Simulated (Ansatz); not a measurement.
Reaction (redistribution): `F[SiH]([SiH3])[CH2][AlH2]` + dimethyl selenide → `C[Se][AlH2]` + `CC[SiH](F)[SiH3]`

Program: Ansatz. Geometries: PBE0-D4/def2-TZVP. ΔE: electronic, gas phase. CCSD(T)/CBS adds triple-zeta CCSD(T) − MP2 to the extrapolated MP2 energy (def2 sets, frozen cores). Functionals use def2-TZVPP. B3LYP here is the variant with VWN-RPA as its local correlation; programs differ in this. For Se outer-core shells are correlated without core-valence functions, which leaves a few kJ/mol of doubt a bond. Scalar relativity is left out up to krypton. Each species was taken in one conformer, which may not be the lowest.

```csv
level,ΔE (kJ/mol),difference from CCSD(T)/CBS
r2SCAN-D4,-88.6,4.4
PBE0-D4,-89.1,3.9
B3LYP-D4,-94.4,-1.4
ωB97X-V,-91.2,1.8
ωB97M-V,-86.9,6.1
B2PLYP,-97.4,-4.4
PBE0,-92.3,0.7
B3LYP,-100.7,-7.7
HF/def2-TZVPP,-120.4,-27.4
SCS-MP2/def2-TZVPP,-94.1,-1.1
CCSD/def2-TZVPP,-95.5,-2.5
CCSD(T)/def2-TZVPP,-91.4,1.6
MP2/def2-QZVPP,-90.9,2.1
HF/CBS(def2),-119.1,-26.1
MP2/CBS(def2),-91.9,1.1
CCSD/CBS(def2),-97.0,-4.0
CCSD(T)/CBS,-93.0,0
```

Largest T1 diagnostic among the species: 0.012.

From PBE to PBE0 (25 % exact exchange), in def2-TZVPP and without D4, ΔE moves by −3.8 kJ/mol. The D4 term adds +6.3 kJ/mol with B3LYP and +3.2 kJ/mol with PBE0; it sums over pairs of atoms, weighted by their polarisabilities, and B3LYP, whose exchange is more repulsive, gets the larger term.
